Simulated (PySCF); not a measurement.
# Electric field gradients and quadrupole coupling constants

Compound: C5H6F3N.
Numbering: `[H]/[N:4]=[CH:3]/[C:2](=[CH2:1])[CH2:5][C:6]([F:7])([F:8])[F:9]` (hydrogens: H10, H11 on C1; H12 on C3; H13 on N4; H14, H15 on C5)

Structure used (GFN2-xTB), in Å, numbered top down from 1:
```
atom  x, y, z in Å
C1     0.2452   -1.8384    0.1175
C2     0.3924   -0.5553   -0.2032
C3     1.6937    0.1049   -0.1221
N4     1.8286    1.2891   -0.5300
C5    -0.7615    0.3100   -0.6426
C6    -1.5948    0.7200    0.5562
F7    -0.8802    1.3417    1.5021
F8    -2.5880    1.5560    0.2129
F9    -2.1838   -0.3299    1.1558
H10    1.0789   -2.4321    0.4517
H11   -0.7079   -2.3350    0.0597
H12    2.4965   -0.5127    0.2997
H13    2.7605    1.6834   -0.4431
H14   -1.4201   -0.2121   -1.3376
H15   -0.3638    1.2184   -1.0988
```

Field gradients from the PBE0/pcSseg-1 density (PySCF, non-relativistic), principal values in atomic units, ordered |Vxx| ≤ |Vyy| ≤ |Vzz|:

| atom | Vxx | Vyy | Vzz |
| --- | --- | --- | --- |
| N4 | 0.2985 | 0.7020 | -1.0005 |

Task: Find the asymmetry η = (Vxx − Vyy)/Vzz and the couplings χ = eQV/h (234.96 MHz × Q in barn × V in au), with Q(14N) = 0.02044 b.

Result: 
```csv
atom,environment,nucleus,η,χzz (MHz),χxx (MHz),χyy (MHz)
N4,imine nitrogen,14N,0.40,-4.805,1.434,3.371
```

Task: What is Vzz at N4 in SI units (1 au = 9.71736 × 10²¹ V/m²)?

Result: -1.0005 au = -9.722 × 10²¹ V/m².

Task: And the gradient at the other heavy atoms, for which no coupling is worked out here?

Result: 
| atom | environment | Vzz (au) | η |
| --- | --- | --- | --- |
| C1 | terminal =CH2 carbon | 0.367 | 0.27 |
| C2 | fully substituted alkene carbon | 0.292 | 0.73 |
| C3 | imine carbon | 0.417 | 0.24 |
| C5 | allylic carbon | -0.151 | 0.82 |
| C6 | CF3 carbon | -0.452 | 0.02 |
| F7 | fluorine of a CF3 group | 2.905 | 0.05 |
| F8 | fluorine of a CF3 group | 2.893 | 0.04 |
| F9 | fluorine of a CF3 group | 2.877 | 0.04 |

Were the hydrogens deuterons (Q(2H) = 0.00286 b), χzz would run from 193 kHz (H15) to 265 kHz (H13).

One conformer (not necessarily the lowest) at the GFN2-xTB geometry, without solvent, vibrations or thermal averaging. GFN2-xTB bond lengths can be off by several hundredths of an ångström, more for odd bonds, and the gradients follow them. A larger basis could move these couplings by a tenth or more.

The run behind these numbers computed NMR shieldings as well. The run took 23 s on x86-64 server, one thread, on a shared host.
